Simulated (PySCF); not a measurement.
Two species compared at the same levels of theory.

First species: C₅H₁₄As₂.
Geometry (PBE0-D3(BJ)/def2-SVP, Å), atoms numbered from 1 in this order:
```xyz
21
C5H14As2 angstrom
C     -2.9415    0.9554    0.1563
C     -1.6310    0.2561    0.4793
C     -0.7585    0.0478   -0.7515
C      0.5653   -0.6834   -0.5110
As     0.2182   -2.6065   -0.0809
C      1.4956   -0.0163    0.4916
As     1.8289    1.9121    0.0957
H     -3.5465    1.1211    1.0603
H     -3.5482    0.3627   -0.5471
H     -2.7625    1.9379   -0.3092
H     -1.0780    0.8479    1.2287
H     -1.8399   -0.7178    0.9565
H     -1.3349   -0.5011   -1.5163
H     -0.5423    1.0365   -1.1991
H      1.0873   -0.7488   -1.4819
H      1.6936   -2.9739    0.0539
H      0.0805   -2.4175    1.4282
H      2.4580   -0.5439    0.5338
H      1.0684   -0.0457    1.5068
H      3.1192    1.9846    0.9067
H      2.5928    1.6487   -1.2009
```

Second species: 2,4-hexanedione, C6H10O2.
Geometry (PBE0-D3(BJ)/def2-SVP, Å), atoms numbered from 1 in this order:
```xyz
18
C6H10O2 angstrom
C      2.5985    0.3990   -0.7307
C      1.5011   -0.2600    0.0777
C      0.2881   -0.6332   -0.7338
O      0.2297   -0.5113   -1.9338
C     -0.9210   -1.1073    0.0643
C     -1.7606    0.1316    0.3607
C     -2.7552    0.5124   -0.6979
O     -1.5734    0.7770    1.3626
H      2.2439    1.3363   -1.1836
H      2.9254   -0.2535   -1.5529
H      3.4690    0.6290   -0.1001
H      1.1456    0.3771    0.9083
H      1.8546   -1.1846    0.5703
H     -1.4789   -1.8263   -0.5507
H     -0.6172   -1.5535    1.0202
H     -3.5763   -0.2227   -0.7098
H     -2.2758    0.4720   -1.6887
H     -3.1604    1.5118   -0.4972
```

Levels: CAM-B3LYP/def2-SVPD for HOMO energy, LUMO energy, HOMO–LUMO gap and static isotropic polarisability; TDDFT CAM-B3LYP/def2-SVPD for lowest singlet excitation. Geometries: PBE0-D3(BJ)/def2-SVP. Each structure is a single optimised conformer of the isolated species, non-relativistic unless stated; the electronic structure was computed with PySCF and density fitting.

The conformers computed, where there is a choice (atom-mapped SMILES and torsion angles):
- `[CH3:1][CH2:2][C:3](=[O:4])[CH2:5][C:6]([CH3:7])=[O:8]`: C1–C2–C3–O4 5°, C2–C3–C5–C6 91°, C3–C5–C6–C7 87°

The conformers of `CCC[C@H]([AsH2])C[AsH2]` aren't listed.

Q: Which has the higher static isotropic polarisability?

A: The first: 127.5 au against 77.5 au, a difference of 50.0 au.

Q: Which has the higher LUMO energy?

A: The first: 0.81 eV against -0.19 eV, a difference of 1.00 eV.

Q: Which of the two has the higher HOMO–LUMO gap, and by how much?

A: The first: 8.83 eV against 8.74 eV, a difference of 0.09 eV.

Q: Which has the higher HOMO energy?

A: The first: -8.02 eV against -8.93 eV, a difference of 0.91 eV.

Q: Which has the higher S1 energy?

A: The first: 6.00 eV against 4.31 eV, a difference of 1.69 eV.

On the first: No computed singlet falls in the visible range (750 to 380 nm, 1.65 to 3.26 eV); S1 lies 2.74 eV above its blue end. The polarisability is 18.89 Å³ as a volume (1 au = 0.148185 Å³), or 1.16 au for each of the 110 electrons. Relativistic effects, spin–orbit coupling among them, are left out although an element past zinc is present.

On the second: S1 lies 4.43 eV below the HOMO–LUMO gap; its leading configuration is HOMO→LUMO, weight 0.78. The principal polarisabilities are 67.1, 78.8 and 86.6 au; their mean is the isotropic value.
